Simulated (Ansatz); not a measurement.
Ansatz (a quantum-chemistry and plane-wave program) input:

Ansatz 0.2 input:
```yaml
crystal:
  periodic: [false, false, false]
  atoms:
    - {symbol: Cd, position_ang: [-0.00000000, -0.00000000, -0.31889748]}
    - {symbol: F, position_ang: [0.00000000, 0.00000000, 1.70078657]}
basis:
  gaussian:
    orbitals: def2-TZVP
hamiltonian:
  xc: {name: PBE0}
magnetization: {spin_polarized: true, initial_magnetization: 1}
relax: {f_tol: 0.003, max_steps: 100}
```

Question: Predict the final energy.

Answer: -267.53826 Eh (PBE0/def2-TZVP). The basis has 71 functions.

The spin state was set by rule; other spins were not relaxed.
